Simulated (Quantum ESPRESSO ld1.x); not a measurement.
The numbers below are computed, except where a source is named.
Species: the gold ion Au23+. Configuration: [Kr] 4d10 4f10.

Code: ld1.x of Quantum ESPRESSO 7.5. Model: Dirac Kohn-Sham, PBE, spin-unpolarised, spherical densities, point nucleus; open shells fill j = l - 1/2 first.

Energy parts (hartree):
| part | energy |
|---|---|
| total | -18824.70 |
| kinetic | 21662.80 |
| electron-nucleus | -46072.36 |
| Hartree | 5925.52 |
| exchange-correlation | -340.67 |

Orbitals (lengths in bohr, moments of r in powers of bohr; <r^-3> diverges for s and p1/2):
| orbital | occ. | eigenvalue (hartree) | <r> | <r^-3> | <r^4> |
|---|---|---|---|---|---|
| 1s1/2 | 2 | -2988.21 | 0.01686 | - | 4.244e-07 |
| 2s1/2 | 2 | -546.483 | 0.07043 | - | 0.00006180 |
| 2p1/2 | 2 | -524.976 | 0.05797 | - | 0.00003675 |
| 2p3/2 | 4 | -457.483 | 0.06652 | 20520 | 0.00005694 |
| 3s1/2 | 2 | -147.011 | 0.1830 | - | 0.002236 |
| 3p1/2 | 2 | -137.369 | 0.1733 | - | 0.001949 |
| 3p3/2 | 4 | -122.435 | 0.1889 | 4785 | 0.002686 |
| 3d3/2 | 4 | -106.483 | 0.1645 | 835.4 | 0.001779 |
| 3d5/2 | 6 | -103.272 | 0.1693 | 693.0 | 0.001958 |
| 4s1/2 | 2 | -49.4304 | 0.3996 | - | 0.04630 |
| 4p1/2 | 2 | -45.2917 | 0.4005 | - | 0.04844 |
| 4p3/2 | 4 | -41.5144 | 0.4310 | 1223 | 0.06425 |
| 4d3/2 | 4 | -34.7340 | 0.4322 | 196.7 | 0.07032 |
| 4d5/2 | 6 | -34.0012 | 0.4414 | 160.5 | 0.07610 |
| 4f5/2 | 6 | -25.2930 | 0.4360 | 36.96 | 0.08462 |
| 4f7/2 | 4 | -25.1176 | 0.4403 | 35.34 | 0.08752 |

The highest occupied level is 4f7/2 at -683.48 eV. Summed over all electrons, <r^2> = 6.681 bohr^2, which gives a Langevin (diamagnetic) susceptibility term of -5.29 x 10^-6 cm^3/mol. For comparison, the ionisation energy in NIST's Atomic Spectra Database is 710 eV (theoretical). In exact Kohn-Sham theory the highest level is minus the ionisation energy, but local and semilocal functionals leave it too shallow, through self-interaction and a potential that decays too fast; potentials with the right tail come closer. The density falls to 0.001 e/bohr^3 at r = 1.38 bohr.

Beside tabulated values, note that spin-unpolarised runs miss the spin-polarisation part of the exchange energy of open shells.
